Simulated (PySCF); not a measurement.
# Correlation energy of Ba (barium, neutral)

[Xe] 5d1 6s1, high-spin 3D determinant (an excited configuration). All numbers are calculated (PySCF 2.14, the spin-free X2C one-electron Hamiltonian (Gaussian nucleus), in aug-cc-pwCVTZ-X2C (11s10p8d4f, 109 functions)). Frozen: [Xe]; 2 electrons correlated.

With two correlated electrons CCSD is exact within the correlated space (frozen core and kept virtual orbitals).

```
level  correlation energy (mhartree)
 CCSD                          -6.17
```

Diagnostics: T1 = 0.0051, D1 = 0.0082, largest double amplitude 0.031.

Spin-orbit coupling, absent here, splits the open shell strongly.

Cost of the coupled-cluster step: roughly 19 core-seconds, for 2 correlated electrons.

Iterations:

```
CC2 = 0
CCSD nocc = (np.int64(2), np.int64(0)), nmo = (82, 82)
frozen orbitals [[0, 1, 2, 3, 4, 5, 6, 7, 8, 9, 10, 11, 12, 13, 14, 15, 16, 17, 18, 19, 20, 21, 22, 23, 24, 25, 26], [0, 1, 2, 3, 4, 5, 6, 7, 8, 9, 10, 11, 12, 13, 14, 15, 16, 17, 18, 19, 20, 21, 22, 23, 24, 25, 26]]
max_cycle = 100
direct = 0
conv_tol = 1e-08
conv_tol_normt = 1e-06
diis_space = 8
diis_start_cycle = 0
Init t2, MP2 energy = -0.0036028129130327
Init E_corr(UCCSD) = -0.00360281291342922
cycle = 1  E_corr(UCCSD) = -0.00502822098970584  dE = -0.00142540808  norm(t1,t2) = 0.0313219
cycle = 2  E_corr(UCCSD) = -0.00564298646718389  dE = -0.000614765477  norm(t1,t2) = 0.0147408
cycle = 3  E_corr(UCCSD) = -0.00616719938550895  dE = -0.000524212918  norm(t1,t2) = 0.00725052
cycle = 4  E_corr(UCCSD) = -0.00616196717133549  dE = 5.23221417e-06  norm(t1,t2) = 0.00135194
cycle = 5  E_corr(UCCSD) = -0.00616760495739903  dE = -5.63778606e-06  norm(t1,t2) = 0.000343586
cycle = 6  E_corr(UCCSD) = -0.00616456827305743  dE = 3.03668434e-06  norm(t1,t2) = 0.000148567
cycle = 7  E_corr(UCCSD) = -0.00616719384070126  dE = -2.62556764e-06  norm(t1,t2) = 6.59863e-05
cycle = 8  E_corr(UCCSD) = -0.00616567126577494  dE = 1.52257493e-06  norm(t1,t2) = 2.35588e-05
cycle = 9  E_corr(UCCSD) = -0.0061662211736441  dE = -5.49907869e-07  norm(t1,t2) = 8.79567e-06
cycle = 10  E_corr(UCCSD) = -0.00616617250416041  dE = 4.86694837e-08  norm(t1,t2) = 2.16625e-06
cycle = 11  E_corr(UCCSD) = -0.006166174956023  dE = -2.45186259e-09  norm(t1,t2) = 8.87109e-07
UCCSD converged
E(UCCSD) = -8131.610958140222  E_corr = -0.006166174956023001
```
